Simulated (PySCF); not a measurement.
Species: GaF₃.
Z-matrix (Å and degrees, PBE0-D3(BJ)/def2-SVP geometry), rows numbered from 1:
```
Ga
F   1  1.7267
F   1  1.7270  2  119.87
F   1  1.7268  2  120.01  3  -179.86
```

Method used: PySCF 2.14.0, density-fitted response routines, TDDFT PBE0/def2-SVPD, vertical, gas phase, core orbitals frozen in the response. Relativistic effects, spin–orbit coupling among them, are left out although an element past zinc is present.

Problem. What does the calculation give for the low-lying excited states?

Solution. 

| state | E (eV) | ν̃ (cm⁻¹) | f | symmetry | main configurations (H = HOMO, L = LUMO) |
| --- | --- | --- | --- | --- | --- |
| S1 | 7.50 | 60490 | 0.0000 | – | H→L (99%) |
| S2 | 7.67 | 61840 | 0.0000 | – | H-3→L (98%) |
| S3 | 7.67 | 61860 | 0.0000 | – | H-4→L (98%) |
| S4 | 7.79 | 62800 | 0.065 | E′ | H-2/H-1→L (≥88%) |
| S5 | 7.79 | 62810 | 0.065 | E′ | H-2/H-1→L (≥88%) |
| S6 | 8.47 | 68310 | 0.090 | A2″ | H-5→L (98%) |
| S7 | 9.17 | 73950 | 0.0000 | – | H→L+1 (100%) |
| S8 | 9.18 | 74040 | 0.015 | E′ | H-6→L (65%), H-3→L+1 (34%) |
| S9 | 9.18 | 74070 | 0.015 | E′ | H-7→L (65%), H-4→L+1 (34%) |
| S10 | 9.27 | 74740 | 0.0000 | – | H-2/H-1→L+1 (98%) |
| S11 | 9.27 | 74740 | 0.0000 | – | H-2/H-1→L+1 (98%) |
| S12 | 10.14 | 81810 | 0.168 | E′ | H-3→L+1 (59%), H-6→L (27%) |
| S13 | 10.15 | 81840 | 0.169 | E′ | H-4→L+1 (59%), H-7→L (27%) |
| S14 | 10.22 | 82460 | 0.0000 | – | H-5→L+1 (81%), H-8→L (17%) |

Triplets, Tamm–Dancoff:

```csv
state,E (eV),λ (nm),"main configurations (H = HOMO, L = LUMO)"
T1,7.13,173.8,H→L (97%)
T2,7.19,172.5,H-2/H-1→L (≥97%)
T3,7.19,172.5,H-2/H-1→L (≥97%)
```

The lowest singlet lies at 7.50 eV (165 nm, vacuum ultraviolet) and is dark (f under 0.0005); its leading configuration is HOMO→LUMO (99%). The most intense listed level is S12/S13 at 10.14 eV (122 nm, f = 0.336 summed), 2.64 eV above S1. S2/S3, S4/S5, S8/S9, S10/S11 and S12/S13 lie within about 0.01 eV of each other in each set; the point group D3h has degenerate representations, and within a degenerate level the listed configurations can mix freely. Löwdin shares by element: HOMO fluorine 100%; LUMO gallium 56%, fluorine 44%. Of the 14 states listed, 7 reach f = 0.01 and 7 stay under 0.0005. Orbital energies (eV): HOMO-3 -12.16, HOMO-2 -12.09, HOMO-1 -12.09, HOMO -11.97, LUMO -2.64, LUMO+1 -1.07, LUMO+2 1.16. The oscillator strengths of these states sum to 0.586; summed over the whole spectrum of an exact calculation they would give the number of electrons, 58 (Thomas–Reiche–Kuhn). Symmetry labels in D3h follow from the direction of the transition dipole and are given only for states with f of 0.002 or more. Orbitals of the list HOMO-3 to LUMO+2 that lie within 0.01 eV of each other are written together with a slash and their weights summed (≥ marks a lower bound); for degenerate orbitals outside that list single weights are arbitrary. Singlets were solved by full linear response, triplets in the Tamm–Dancoff approximation. The highest level found (10.63 eV, f 0.0000 so far) is left out, since the window may have cut off a degenerate partner.
